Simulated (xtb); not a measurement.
xtb input (GFN2-xTB):

```bash
xtb mol.xyz --gfn 2 --ohess tight --chrg -1 --uhf 0
```
mol.xyz:
```
5

C     -0.16945789    -0.03812770     0.01947657
Se     1.74231755    -0.02967186     0.02345100
H     -0.52380285    -0.60646456    -0.86257677
H     -0.54581268     1.01472911    -0.14825973
H     -0.56784668    -0.37738306     0.92948751
```

Output:

```
           -------------------------------------------------
          |                Calculation Setup                |
           -------------------------------------------------

           -------------------------------------------------
          |                 G F N 2 - x T B                 |
           -------------------------------------------------

        Reference                      10.1021/acs.jctc.8b01176
      * Hamiltonian:
        H0-scaling (s, p, d)           1.850000    2.230000    2.230000
        zeta-weighting                 0.500000
      * Dispersion:
        s8                             2.700000
        a1                             0.520000
        a2                             5.000000
        s9                             5.000000
      * Repulsion:
        kExp                           1.500000    1.000000
        rExp                           1.000000
      * Coulomb:
        alpha                          2.000000
        third order                    shell-resolved
        anisotropic                    true
        a3                             3.000000
        a5                             4.000000
        cn-shift                       1.200000
        cn-exp                         4.000000
        max-rad                        5.000000

          ...................................................
          :                      SETUP                      :
          :.................................................:
          :  # basis functions                  17          :
          :  # atomic orbitals                  16          :
          :  # shells                            8          :
          :  # electrons                        14          :
          :  max. iterations                   250          :
          :  Hamiltonian                  GFN2-xTB          :
          :  restarted?                      false          :
          :  GBSA solvation                  false          :
          :  PC potential                    false          :
          :  electronic temp.          300.0000000     K    :
          :  accuracy                    1.0000000          :
          :  -> integral cutoff          0.2500000E+02      :
          :  -> integral neglect         0.1000000E-07      :
          :  -> SCF convergence          0.1000000E-05 Eh   :
          :  -> wf. convergence          0.1000000E-03 e    :
          :  Broyden damping             0.4000000          :
          :  net charge                         -1          :
          :  unpaired electrons                  0          :
          ...................................................

 iter      E             dE          RMSdq      gap      omega  full diag
   1     -7.0009247 -0.700092E+01  0.750E+00    6.36       0.0  T
   2     -7.1251957 -0.124271E+00  0.981E+00    5.16       1.0  T
   3     -7.1305169 -0.532124E-02  0.753E+00    5.22       1.0  T
   4     -7.1335488 -0.303187E-02  0.487E-01    5.29       1.0  T
   5     -7.1335384  0.104085E-04  0.187E-01    5.32       1.0  T
   6     -7.1335769 -0.384956E-04  0.774E-02    5.31       1.0  T
[...]
   full:       -4.156       0.059      -0.075      10.567
molecular quadrupole (traceless):
                xx          xy          yy          xz          yz          zz
 q only:      -11.717       0.265       5.859      -0.300       0.005       5.858
  q+dip:      -16.134       0.346       8.067      -0.430       0.006       8.067
   full:      -14.442       0.320       7.221      -0.376       0.005       7.221

           -------------------------------------------------
          |                Geometry Summary                 |
           -------------------------------------------------

      molecular mass/u    :       93.9939467
   center of mass at/Å    :        1.4303570      -0.0228467       0.0231511
  moments of inertia/u·Å² :        0.3204346E+01   0.5317102E+02   0.5317236E+02
rotational constants/cm⁻¹ :        0.5260865E+01   0.3170455E+00   0.3170375E+00

 * 3 selected distances

     #   Z          #   Z                                           value/Å
     1   6 C        3   1 H                                       1.0874701 (min)
     1   6 C        4   1 H                                       1.0876495 (max)
     1   6 C        5   1 H                                       1.0876427

 * 1 distinct bonds (by element types)

   Z      Z             #   av. dist./Å        max./Å        min./Å
   1 H    6 C           3     1.0875875     1.0876495     1.0874701

           -------------------------------------------------
          |               Frequency Printout                |
           -------------------------------------------------
 projected vibrational frequencies (cm⁻¹)
eigval :       -0.00    -0.00    -0.00    -0.00     0.00     0.00
eigval :      578.77   927.87   928.42  1295.77  1468.75  1469.18
eigval :     2990.52  2991.23  2992.87
 reduced masses (amu)
   1: 10.23   2: 40.55   3: 71.55   4: 76.55   5: 37.33   6:  7.63   7: 21.49   8:  2.86
   9:  2.86  10:  2.43  11:  1.67  12:  1.67  13:  1.31  14:  2.00  15:  1.86
 IR intensities (km·mol⁻¹)
   1:  2.35   2:  6.96   3: 16.96   4: 15.42   5:  8.74   6:  2.34   7: 18.80   8:  4.94
   9:  4.97  10:111.41  11:  0.04  12:  0.04  13: 63.39  14: 58.36  15: 59.12
 Raman intensities (Ä⁴*amu⁻¹)
   1:  0.00   2:  0.00   3:  0.00   4:  0.00   5:  0.00   6:  0.00   7:  0.00   8:  0.00
   9:  0.00  10:  0.00  11:  0.00  12:  0.00  13:  0.00  14:  0.00  15:  0.00
 output can be read by thermo (or use thermo option).
 writing <g98.out> molden fake output.
 recommended (thermochemical) frequency scaling factor: 1.0
           -------------------------------------------------
          |             Thermodynamic Functions             |
           -------------------------------------------------

c3v symmetry found (for desy threshold:  0.10E+00) used in thermo

          ...................................................
          :                      SETUP                      :
          :.................................................:
          :  # frequencies                           9      :
          :  # imaginary freq.                       0      :
          :  linear?                             false      :
          :  only rotor calc.                    false      :
Note: The following floating-point exceptions are signalling: IEEE_DENORMAL
normal termination of xtb
          :  symmetry                              c3v      :
          :  rotational number                       3      :
          :  scaling factor                  1.0000000      :
          :  rotor cutoff                   50.0000000 cm⁻¹ :
          :  imag. cutoff                  -20.0000000 cm⁻¹ :
          :.................................................:

    mode    ω/cm⁻¹     T·S(HO)/kcal·mol⁻¹    T·S(FR)/kcal·mol⁻¹   T·S(vib)
   ------------------------------------------------------------------------
   ------------------------------------------------------------------------

   temp. (K)  partition function   enthalpy   heat capacity  entropy
                                   cal/mol     cal/K/mol   cal/K/mol   J/K/mol
 298.15  VIB   1.09                  183.035      2.320      0.792
         ROT  0.242E+04              888.752      2.981     18.468
         INT  0.265E+04             1071.788      5.301     19.260
         TR   0.882E+27             1481.254      4.968     39.515
         TOT                        2553.0416    10.2695    58.7751   245.9152

       T/K    H(0)-H(T)+PV         H(T)/Eh          T*S/Eh         G(T)/Eh
   ------------------------------------------------------------------------
    298.15    0.406853E-02    0.397068E-01    0.279260E-01    0.117808E-01
   ------------------------------------------------------------------------

         :::::::::::::::::::::::::::::::::::::::::::::::::::::
         ::                  THERMODYNAMIC                  ::
         :::::::::::::::::::::::::::::::::::::::::::::::::::::
         :: total free energy          -7.068121514996 Eh   ::
         ::.................................................::
         :: total energy               -7.079902299789 Eh   ::
         :: zero point energy           0.035638221139 Eh   ::
         :: G(RRHO) w/o ZPVE           -0.023857436346 Eh   ::
         :: G(RRHO) contrib.            0.011780784794 Eh   ::
         :::::::::::::::::::::::::::::::::::::::::::::::::::::

optimized geometry written to: xtbopt.xyz

           -------------------------------------------------
          | TOTAL ENERGY               -7.079902299789 Eh   |
          | TOTAL ENTHALPY             -7.040195547903 Eh   |
          | TOTAL FREE ENERGY          -7.068121514996 Eh   |
          | GRADIENT NORM               0.000288164109 Eh/α |
          | HOMO-LUMO GAP               5.063416705991 eV   |
           -------------------------------------------------

------------------------------------------------------------------------
------------------------------------------------------------------------
 total:
 SCF:
 ANC optimizer:
 analytical hessian:
```
